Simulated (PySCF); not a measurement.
Method: PySCF 2.14.0 with PBE-D3(BJ)/def2-TZVP // TPSSh-D3(BJ)/def2-TZVP. Gas-phase values, no solvent. One relaxed conformer stands for a flexible species; it need not be the lowest. 

Reference species (SMILES): `[SH][Al]([SH])[SH]` (neutral, multiplicity 1).

The HOMO–LUMO gap is 5.01 eV, the LUMO comes out as -1.50 eV and the HOMO is -6.51 eV.

After one change: the HOMO–LUMO gap drops by 0.50 eV; the LUMO falls by 0.66 eV; the HOMO decreases by 0.16 eV.

### Question
Which change was made? The new species is one of these.
(A) `[SH][AlH][SH]` (H–S–Al–S torsion 0°, S–Al–S–H torsion 0°)
(B) `[AlH2][SH]`
(C) `[AlH3]`

### Answer
B, `[AlH2][SH]`
